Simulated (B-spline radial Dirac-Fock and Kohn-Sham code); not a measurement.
**Photoemission from Hf at 1120 eV, detector at θ = 45°, φ = 0°**

System: the Hf atom in the configuration [Xe] 4f14 5d2 6s2. These are calculated numbers from an atomic code on a B-spline grid; the model is Dirac-Hartree-Slater photoionisation with a Latter tail; cross sections with all multipoles, angular parameters from the dipole term and its interference with E2. Thresholds are tabulated edges, those marked * orbital energies of the model. For linearly polarised light dσ/dΩ = σ/(4π) [1 + β P₂(cos θ) + (δ + γ cos²θ) sin θ cos φ], with θ from the polarisation vector and φ the angle between the beam and the projection of the electron momentum on the plane normal to the polarisation. The dipole factor is 1 + βP₂ and the non-dipole term is the rest of the bracket. Open shells are filled statistically over j.

```
subshell  threshold (eV)  σ (kb)     β      γ      δ  dipole factor  non-dipole term  dσ/dΩ (kb/sr)
      4s           538.0    35.9  1.90   0.58  0.000          1.475           +0.205           4.80
   4p1/2           438.2    38.5  1.41   0.42  0.022          1.352           +0.163           4.64
   4p3/2           380.7     101  1.39   0.29  0.015          1.348           +0.115           11.7
   4d3/2           220.0     134  1.10  -0.01  0.003          1.276           -0.002           13.6
   4d5/2           211.5     198  1.19  -0.02  0.004          1.297           -0.006           20.4
   4f5/2          26.41*     110  1.03   0.19  0.073          1.258           +0.119           12.1
   4f7/2          24.51*     140  1.03   0.20  0.074          1.258           +0.121           15.4
      5s           64.20    7.24  1.92   0.39  0.000          1.480           +0.138          0.933
   5p1/2          45.65*    6.49  1.60   0.28  0.001          1.401           +0.099          0.775
   5p3/2          37.37*    14.8  1.56   0.19  0.001          1.389           +0.067           1.72
   5d3/2           5.18*    1.41  1.24  -0.03  0.003          1.309           -0.008          0.146
   5d5/2           4.63*    1.93  1.30  -0.04  0.004          1.325           -0.010          0.202
      6s           6.57*   0.639  1.92   0.38  0.000          1.480           +0.132         0.0821
```
